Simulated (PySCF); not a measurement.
Al(Me)2(F) (C2H6AlF), SMILES [CH3][Al]([CH3])[F]. Atoms are numbered in the order given.

```xyz
10

Al     0.0000     0.0000    -0.0408
C      1.7394     0.0043     0.8294
H      1.6928     0.3674     1.8684
H      2.1483    -1.0208     0.8631
H      2.4714     0.6174     0.2797
C     -1.7394    -0.0043     0.8294
H     -2.1483     1.0208     0.8631
H     -2.4714    -0.6174     0.2797
H     -1.6928    -0.3674     1.8684
F      0.0000     0.0000    -1.7161
```
Charge 0, spin multiplicity 1.

Geometry optimised at PBE0-D3(BJ)/def2-SVP. The isomer is the one that the SMILES or the coordinates give; other isomers of the formula were not compared.

Computed with PySCF with M06-2X/def2-TZVP.

Symmetry labels are those of the subgroup C2 that the program uses (full group C2).

Computed valence orbital energies around the gap with their symmetry:
```
orbital  symmetry  energy (eV)
-------  --------  -----------
HOMO−7          B       -13.29
HOMO−6          B       -13.22
HOMO−5          A       -12.66
HOMO−4          B       -12.50
HOMO−3          A       -12.41
HOMO−2          B       -12.30
HOMO−1          A       -11.00
HOMO            B        -9.14
LUMO            B         0.10
LUMO+1          A         0.48
LUMO+2          A         2.10
LUMO+3          B         2.13
```
